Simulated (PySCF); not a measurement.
C₇H₉N.
Structure used (GFN2-xTB), in Å, numbered top down from 1:
```xyz
17
C7H9N angstrom
N      1.6642    0.5585    2.8216
C      1.3361    0.0926    1.8298
C      0.9166   -0.4784    0.5789
C      1.0599    0.5164   -0.6076
C     -0.4060    0.5817   -1.0367
C     -0.8134   -0.8999   -0.9947
C     -0.6055   -0.7081    0.5146
C     -1.1236    0.7242    0.3153
H      1.4770   -1.4044    0.4176
H      1.7101    0.1259   -1.3897
H      1.4427    1.4857   -0.2868
H     -0.6418    1.2197   -1.8833
H     -0.1728   -1.6157   -1.5073
H     -1.8526   -1.0693   -1.2632
H     -1.0297   -1.3831    1.2529
H     -0.7629    1.4872    1.0029
H     -2.2052    0.7789    0.2258
```

NICS = −σ at a ghost point: NICS(0) at the centroid of the ring atoms, NICS(1) 1 Å to either side along the normal of their mean plane, zz for the tensor component along that normal. Level: GIAO PBE0/pcSseg-1 (PySCF, non-relativistic, gas phase) on the GFN2-xTB geometry, one conformer.

Ring bond lengths (Å), with Mayer bond orders in brackets: C3–C4 1.555 (0.95), C4–C5 1.529 (1.01), C5–C6 1.537 (0.94), C6–C7 1.536 (0.95), C7–C3 1.541 (0.97); C5–C6 1.537 (0.94), C6–C7 1.536 (0.95), C7–C8 1.536 (0.94), C8–C5 1.537 (0.93).

Problem. What do the NICS probes read (ppm)?

Solution. 
```tsv
ring	type	NICS(0)	NICS(1), two faces	NICS(1)zz, two faces	rms pucker (Å)	centre to ring atoms, mean (Å)
C3–C4–C5–C6–C7	5-membered carbocycle; formal bonds all single	-8.4	-20.3 / -4.6	-21.3 / -6.0	0.33	1.24
C5–C6–C7–C8	4-membered carbocycle; formal bonds all single	-11.5	-4.6 / -12.1	-2.3 / -18.4	0.23	1.06
```

Problem. What can be read from them?

Solution. 
- C3–C4–C5–C6–C7: mean NICS(1)zz -13.7 ppm, shielded. C3, C4, C5, C6, C7 have four or more neighbours, so the value isn't read as a sign of a π ring current. C8, outside the ring, lies only 0.73 Å from a NICS(1) probe, which then mostly feels that atom. The two faces differ by 15.3 ppm, so no symmetry operation interchanges them.
- C5–C6–C7–C8: mean NICS(1)zz -10.4 ppm, shielded. C5, C6, C7, C8 have four or more neighbours, and the NICS criterion for π rings isn't applied. C3, outside the ring, lies only 1.08 Å from a NICS(1) probe, which then mostly feels that atom. The two faces differ by 16.1 ppm, so no symmetry operation interchanges them.

Problem. What is the mean of the two in-plane components of NICS at the first NICS(1) probe listed for ring C5–C6–C7–C8, 1 Å off the ring?

Solution. The isotropic value is a third of the trace: (3 × -4.6 − (-2.3))/2 = -5.8 ppm.

Problem. Give the inner angles of the rings and the Hirshfeld charges of the ring atoms.

Solution. 
- C3–C4–C5–C6–C7: C3 98.9° (-0.004 e), C4 98.8° (-0.061 e), C5 101.8° (-0.023 e), C6 82.6° (-0.072 e), C7 101.2° (-0.018 e); sum 483.3° against 540° for a flat convex ring.
- C5–C6–C7–C8: C5 86.6° (-0.023 e), C6 82.6° (-0.072 e), C7 86.7° (-0.018 e), C8 82.5° (-0.073 e); sum 338.5° against 360° for a flat convex ring.

Problem. What are the shieldings of the ring atoms and their hydrogens in the same run (means over atoms taken as equivalent)?

Solution. 
| atoms | environment | σ isotropic (ppm) |
| --- | --- | --- |
| C3 | sp3 carbon next to a nitrile | 158.8 |
| C4 | ring CH2 carbon | 149.1 |
| C5 | sp3 carbon at a ring junction | 146.4 |
| C6 | four-membered-ring carbon | 146.4 |
| C7 | sp3 carbon at a ring junction | 140.9 |
| C8 | four-membered-ring carbon | 148.4 |
| H9 | methine hydrogen | 29.15 |
| H10 | methylene hydrogen | 29.64 |
| H11 | methylene hydrogen | 29.76 |
| H12 | methine hydrogen | 29.25 |
| H13 | methylene hydrogen | 30.89 |
| H14 | methylene hydrogen | 29.94 |
| H15 | methine hydrogen | 29.11 |
| H16 | methylene hydrogen | 30.27 |

The list is cut; further classes of hydrogen are left out.
